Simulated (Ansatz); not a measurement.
C3H4Cl2OZr (`C#[C][Zr]([Cl])([Cl])[O]C`), relaxed with RKS PBE0-D4/def2-TZVP in Ansatz from a GFN2-xTB geometry. The force threshold is 0.005 eV/Å; the program also tests the step.

Charge 0, multiplicity 1. Zr takes the def2 core potential.

Start:

```xyz
11

C    -2.807   -0.710   -1.213
C    -1.902   -0.050   -0.759
Zr   -0.252    1.121    0.068
Cl   -0.278    3.356   -0.428
Cl   -0.265    1.070    2.356
O     1.387    0.372   -0.375
C     1.837   -0.743    0.347
H    -3.603   -1.287   -1.607
H     2.165   -0.434    1.356
H     1.029   -1.500    0.431
H     2.690   -1.195   -0.176
```

Problem. How much energy does the relaxation release, and in how many steps? (Best estimate.)

Solution. Ansatz gave: 42.38 kJ/mol, in 37 steps, 6 of them rejected.

Problem. Which bonds change most? (Estimate.)

Solution. Computed: Zr3–Cl4 from 2.289 to 2.346 Å; Zr3–Cl5 from 2.289 to 2.346 Å; C7–H10 from 1.110 to 1.093 Å; Zr3–O6 from 1.856 to 1.870 Å.

Problem. Give the relaxed structure. (Estimate.)

Solution. The calculation gave: 
```xyz
11

C    -3.032   -0.583   -1.155
C    -2.102    0.009   -0.644
Zr   -0.470    1.113    0.279
Cl    0.043    3.003   -1.013
Cl   -1.033    1.672    2.487
O     0.997   -0.048    0.288
C     2.136   -0.855    0.332
H    -3.851   -1.100   -1.604
H     2.460   -0.986    1.368
H     1.909   -1.834   -0.098
H     2.943   -0.391   -0.240
```
